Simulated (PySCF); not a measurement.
A side-by-side comparison of computed properties.

First species: BH7P2Si.
SMILES with atom numbers: `[BH2:1][PH:2][SiH2:3][PH2:4]` (hydrogens: H5, H6 on B1; H7 on P2; H8, H9 on Si3; H10, H11 on P4)

Second species: Nb(NEt)Me3, C₅H₁₄NNb (singlet state).
Cartesian coordinates in Å at the PBE0-D3(BJ)/def2-SVP level; atoms count from 1:
```xyz
21
C5H14NNb angstrom
Nb    -0.175    0.238   -0.924
N     -0.159    0.259    0.816
C     -0.125    0.233    2.235
C      0.628   -0.974    2.779
H      0.344    1.164    2.607
H     -1.160    0.235    2.627
H      0.630   -0.970    3.880
H      0.160   -1.908    2.436
H      1.671   -0.968    2.429
C      1.905    0.216   -1.497
H      1.980    0.270   -2.601
H      2.407   -0.709   -1.164
H      2.466    1.067   -1.073
C     -1.203    2.046   -1.502
H     -1.318    2.066   -2.603
H     -0.630    2.940   -1.201
H     -2.206    2.132   -1.050
C     -1.213   -1.579   -1.451
H     -2.210   -1.650   -0.984
H     -0.638   -2.469   -1.138
H     -1.342   -1.623   -2.550
```

Levels: B3LYP/def2-SVPD for dipole moment, HOMO energy, LUMO energy, HOMO–LUMO gap and static isotropic polarisability; TDDFT B3LYP/def2-SVPD for lowest singlet excitation; TDA B3LYP/def2-SVPD for lowest triplet excitation (Tamm–Dancoff); PBE0-D3(BJ)/def2-SVP for rotational constant A and rotational constant C. Geometries: PBE0-D3(BJ)/def2-SVP. Each structure is a single optimised conformer of the isolated species (atoms past krypton carry core potentials, spin–orbit coupling is left out); the electronic structure was computed with PySCF and density fitting.

Dipoles, sizes and rotational constants follow the conformer. The torsions of the flexible species, by atom-mapped SMILES:
- `[BH2:1][PH:2][SiH2:3][PH2:4]`: B1–P2–Si3–P4 50°, H–P4–Si3–P2 63°, H–P4–Si3–P2 157°

```
                                property   column X   column Y
                           dipole moment     1.25 D     0.08 D
                             HOMO energy   -7.16 eV   -6.85 eV
                             LUMO energy   -1.96 eV   -1.27 eV
                           HOMO–LUMO gap    5.20 eV    5.58 eV
               lowest singlet excitation    4.67 eV    4.17 eV
lowest triplet excitation (Tamm–Dancoff)    3.37 eV    3.70 eV
         static isotropic polarisability   101.6 au   123.3 au
                   rotational constant A  5.120 GHz  2.173 GHz
                   rotational constant C  1.481 GHz  0.999 GHz
```

(1) Which column belongs to which species?

(2) How does each property change from the first species to the second?

Answers

(1) Column X is the first species and column Y the second. The first has 11 atoms and 56 electrons, the second 21 and 92.

(2) dipole moment -1.17 D; HOMO energy +0.31 eV; LUMO energy +0.69 eV; HOMO–LUMO gap +0.38 eV; lowest singlet excitation -0.50 eV; lowest triplet excitation (Tamm–Dancoff) +0.33 eV; static isotropic polarisability +21.7 au; rotational constant A -2.947 GHz; rotational constant C -0.482 GHz.

On the first: The vertical singlet–triplet gap S1 − T1 is 1.30 eV (TDDFT singlet less Tamm–Dancoff triplet; S1: HOMO→LUMO, weight 0.92; T1: HOMO→LUMO, weight 0.98). In wavenumbers S1 is 37700 cm⁻¹ (1 eV = 8065.54 cm⁻¹).

On the second: S1 lies 1.41 eV below the HOMO–LUMO gap. No computed singlet falls in the visible range (750 to 380 nm, 1.65 to 3.26 eV); S1 lies 0.91 eV above its blue end. Atoms past krypton carry effective core potentials; spin–orbit coupling is left out.
